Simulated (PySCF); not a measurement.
## How methods differ on the ionisation energy of Mo

Mo [Kr] 4d5 5s1 (7S) → Mo⁺ [Kr] 4d5 (6S), as a difference of total energies. Computed with PySCF 2.14 in cc-pVDZ-PP with ECP28MDF (4s4p3d1f, 38 functions), with scalar relativity through the core potential. Correlated levels: valence: 4s2 4p6 frozen. The calculations carry no spin-orbit coupling.

| method | ionisation energy (eV) |
| --- | --- |
| UHF | 6.257 |
| PBE | 7.513 |
| r2SCAN | 7.562 |
| MP2 (valence) | 6.691 |
| SCS-MP2 (valence) | 6.401 |

Question: How much does correlation contribute at MP2 (valence)?

Answer: 6.691 − (6.257) = 0.434 eV, measured against UHF.

Errors of the correlated levels include the incompleteness of this basis and the frozen core.

For comparison: 7.092 eV (measured; NIST Atomic Spectra Database, ionization energies).
